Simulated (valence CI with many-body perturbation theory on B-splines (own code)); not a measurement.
**Level structure of Pd XLII**

Computed by configuration interaction combined with many-body perturbation theory (CI+MBPT): three valence electrons over a frozen Dirac-Fock core [He], radial functions for each j: 11 s, 11 p, 9 d, 7 f, 5 g, 2 h, 1 i, with the one-electron correlation potential Σ1 (screened to all orders), the two-electron term Σ2, the three-electron term Σ3, Breit, model QED; selected single and double excitations, second order for the rest (own B-spline code, finite nucleus).

The last digits are not significant, and no measured levels were compared; by estimate large intervals hold to a few tenths of a per cent, small ones and those within an open d or f shell to about a per cent.

Levels 46 to 90 of 99, with energies above the lowest level, (2s^2 2p1/2) J=1/2. "Leading %" is the weight of the configuration and term that name the level; weights of strongly mixed levels are sums over their largest components and can fall short. In the jj column 3d3/2^4 stands for four electrons in 3d with j = 3/2.

```tsv
No.	Configuration	Term	J	E (eV)	Leading %	Leading jj	g
46	2s.2p.3s	2P°	3/2	3951.7	85	2s 2p3/2 3s (95 %)	1.369
47	2p2.3p	2P°	3/2	3977.2	27	2p1/2^2 3p3/2 (94 %)	1.333
48	2s.2p.3p	4D	7/2	3982.3	100	2s 2p3/2 3p3/2 (100 %)	1.419
49	2s.2p.3p	2P	3/2	3985.8	53	2s 2p3/2 3p3/2 (93 %)	1.481
50	2s.2p.3p	2P	1/2	3994.6	62	2s 2p3/2 3p1/2 (88 %)	1.092
51	2s.2p.3p	2D	3/2	3996.3	62	2s 2p3/2 3p1/2 (88 %)	0.974
52	2s.2p.3p	2D	5/2	3997.7	47	2s 2p3/2 3p3/2 (96 %)	1.381
53	2s.2p.3p	2S	1/2	3999.6	62	2s 2p3/2 3p3/2 (85 %)	1.562
54	2p2.3d	4F	3/2	4004.2	35	2p1/2^2 3d3/2 (92 %)	0.793
55	2s.2p.3d	4D°	5/2	4024.2	48	2s 2p3/2 3d3/2 (97 %)	1.249
56	2p2.3d	2D	5/2	4026.0	28	2p1/2^2 3d5/2 (95 %)	1.201
57	2s.2p.3d	4P°	3/2	4026.7	45	2s 2p3/2 3d3/2 (96 %)	1.380
58	2s.2p.3d	4F°	7/2	4026.8	45	2s 2p3/2 3d3/2 (72 %)	1.297
59	2s.2p.3d	4P°	1/2	4028.1	84	2s 2p3/2 3d3/2 (96 %)	2.293
60	2s.2p.3d	4F°	9/2	4028.7	100	2s 2p3/2 3d5/2 (100 %)	1.324
61	2p2.3s	4P	3/2	4037.1	70	2p1/2 2p3/2 3s (82 %)	1.578
62	2s.2p.3p	2D	5/2	4037.7	61	2s 2p3/2 3p3/2 (77 %)	1.273
63	2s.2p.3d	2D°	5/2	4043.5	45	2s 2p3/2 3d5/2 (99 %)	1.302
64	2s.2p.3p	2P	3/2	4047.6	34	2s 2p3/2 3p3/2 (52 %)	1.238
65	2s.2p.3d	2D°	3/2	4048.1	42	2s 2p3/2 3d5/2 (89 %)	1.141
66	2p2.3s	2P	1/2	4048.4	53	2p1/2 2p3/2 3s (80 %)	1.369
67	2s.2p.3d	2F°	7/2	4053.8	77	2s 2p3/2 3d5/2 (72 %)	1.198
68	2s.2p.3p	2S	1/2	4056.1	57	2s 2p3/2 3p3/2 (85 %)	1.650
69	2p2.3s	2D	5/2	4058.7	42	2p1/2 2p3/2 3s (74 %)	1.324
70	2s.2p.3d	2P°	1/2	4062.5	79	2s 2p3/2 3d5/2 (95 %)	0.703
71	2p2.3s	2D	3/2	4063.9	41	2p1/2 2p3/2 3s (67 %)	1.069
72	2p2.3p	4P°	1/2	4073.8	43	2p1/2 2p3/2 3p1/2 (95 %)	1.689
73	2p2.3p	4D°	3/2	4077.6	48	2p1/2 2p3/2 3p1/2 (87 %)	1.131
74	2s.2p.3d	2F°	5/2	4078.9	46	2s 2p3/2 3d3/2 (66 %)	0.974
75	2s.2p.3d	2D°	3/2	4085.9	64	2s 2p3/2 3d3/2 (79 %)	0.918
76	2s.2p.3d	2P°	1/2	4090.0	87	2s 2p3/2 3d3/2 (95 %)	0.626
77	2s.2p.3d	2F°	7/2	4091.0	81	2s 2p3/2 3d5/2 (95 %)	1.170
78	2p2.3p	2F°	5/2	4092.2	26	2p1/2 2p3/2 3p1/2 (64 %)	1.061
79	2s.2p.3d	2D°	5/2	4100.8	66	2s 2p3/2 3d5/2 (94 %)	1.135
80	2s.2p.3d	2P°	3/2	4103.6	82	2s 2p3/2 3d5/2 (94 %)	1.298
81	2p2.3p	2P°	3/2	4109.5	39	2p1/2 2p3/2 3p1/2 (96 %)	1.362
82	2p2.3p	4D°	5/2	4127.0	53	2p1/2 2p3/2 3p3/2 (99 %)	1.418
83	2p2.3p	4P°	1/2	4130.5	36	2p1/2 2p3/2 3p3/2 (98 %)	1.680
84	2p2.3p	2D°	3/2	4135.2	50	2p1/2 2p3/2 3p3/2 (97 %)	1.192
85	2p2.3p	2F°	7/2	4140.9	57	2p1/2 2p3/2 3p3/2 (97 %)	1.249
86	2p2.3p	2P°	3/2	4148.8	42	2p1/2 2p3/2 3p3/2 (98 %)	1.386
87	2p2.3p	2D°	5/2	4156.1	55	2p1/2 2p3/2 3p3/2 (96 %)	1.183
88	2p2.3d	4F	3/2	4160.8	42	2p1/2 2p3/2 3d3/2 (98 %)	0.933
89	2p2.3d	4F	5/2	4162.0	54	2p1/2 2p3/2 3d3/2 (97 %)	0.970
90	2p2.3d	4D	1/2	4163.8	80	2p1/2 2p3/2 3d3/2 (100 %)	0.220
```
